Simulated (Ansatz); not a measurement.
Breaking the Si1–H2 bond in H3NSi (SMILES N[SiH]) (multiplicity 1 held, fragments rigid). Energies count from the point at 1.530 Å.
Geometry at that point (charge 0, multiplicity 1):
```csv
atom,x (Å),y (Å),z (Å)
Si,-0.2447,0.3910,0.5100
H,-0.5860,1.4739,-0.5153
N,0.3978,-0.6896,-0.6544
H,0.4631,-0.5284,-1.6484
H,0.7649,-1.5931,-0.3951
```

Restricted levels (R-, RO-) in cc, def2 and unpolarised 6-31G sets keep to the state of the molecule at rest. Unrestricted levels (U-) break spin symmetry where that is lower. Active spaces are followed from a long bond inwards. Levels need not reach the same state.

Frozen-core correlation.

Run with Ansatz (a quantum-chemistry and plane-wave program). Each number belongs to the level named beside it.

Energies in eV.

```tsv
R (Å)	U-r2SCAN/cc-pV(T+d)Z	R-wB97X-V/cc-pV(T+d)Z	R-MP2/cc-pV(T+d)Z	U-MP2/cc-pV(T+d)Z	FIC-MRCISD+Q on CASSCF(2,2)/cc-pV(T+d)Z
1.224	1.11	1.10	1.06	1.13	1.09
1.377	0.22	0.21	0.19	0.23	0.20
1.530	0.00	0.00	0.00	0.00	0.00
1.683	0.13	0.14	0.16	0.16	0.14
1.836	0.42	0.46	0.50	0.49	0.45
2.065	0.98	1.08	1.13	1.12	1.02
2.295	1.56	1.72	1.78	2.00	1.59
2.677	2.37	2.69	2.74	2.83	2.37
3.060	2.79	3.51	3.52	3.12	2.89
3.518	3.05	4.29	4.20	3.25	3.22
4.130	3.21	5.06	4.76	3.29	3.36
4.895	3.29	5.72	4.96	3.30	3.40
```

Doubts at one or more of the structures used: a spin-contaminated determinant (U-r2SCAN/cc-pV(T+d)Z, U-MP2/cc-pV(T+d)Z); a restricted determinant that unrestricted orbitals would lower (R-wB97X-V/cc-pV(T+d)Z, R-MP2/cc-pV(T+d)Z).
